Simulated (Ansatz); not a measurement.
C2H6F2Si2 (`F[Si@H]1C[Si@H](F)C1`), relaxed with RKS PBE0-D4/def2-TZVP in the Gaussian-basis code of Ansatz from a PBE-D4/def2-SVP geometry. The force threshold is 0.005 eV/Å; the program also tests the step.

Total charge 0; spin multiplicity 1.

Start:

```xyz
12

F     1.707   -0.537   -1.997
Si    1.183   -0.307   -0.454
C     0.246    1.326   -0.200
Si   -1.101    0.302    0.663
F    -0.917    0.374    2.297
C    -0.368   -1.313   -0.016
H     2.362   -0.518    0.449
H    -0.119    1.718   -1.175
H     0.728    2.155    0.353
H    -2.539    0.617    0.370
H    -0.898   -1.625   -0.942
H    -0.284   -2.191    0.653
```

```json
{"step": "1", "energy (eV)": "-23354.3983", "largest force (eV/Å)": "1.081", "largest move (Å)": "0.000"}
{"step": "2", "energy (eV)": "-23354.4736", "largest force (eV/Å)": "0.664", "largest move (Å)": "0.025"}
{"step": "3", "energy (eV)": "-23354.5006", "largest force (eV/Å)": "0.029", "largest move (Å)": "0.029"}
{"step": "4", "energy (eV)": "-23354.5010", "largest force (eV/Å)": "0.021", "largest move (Å)": "0.004"}
{"step": "5 (rejected)", "energy (eV)": "-23354.5006", "largest force (eV/Å)": "0.102", "largest move (Å)": "0.011"}
{"step": "6", "energy (eV)": "-23354.5013", "largest force (eV/Å)": "0.008", "largest move (Å)": "0.005"}
{"step": "7", "energy (eV)": "-23354.5014", "largest force (eV/Å)": "0.006", "largest move (Å)": "0.016"}
{"step": "8", "energy (eV)": "-23354.5014", "largest force (eV/Å)": "0.002", "largest move (Å)": "0.003"}
```

End:

```xyz
12

F     1.673   -0.526   -1.969
Si    1.162   -0.303   -0.468
C     0.251    1.315   -0.193
Si   -1.078    0.297    0.660
F    -0.935    0.374    2.254
C    -0.359   -1.304   -0.011
H     2.322   -0.511    0.433
H    -0.127    1.719   -1.139
H     0.743    2.117    0.356
H    -2.492    0.604    0.333
H    -0.905   -1.620   -0.907
H    -0.254   -2.160    0.653
```

Run time 17 s (2 threads of an AMD EPYC 7R13 on a shared host and a share of an NVIDIA H100 80 GB); peak host memory 0.9 GiB.
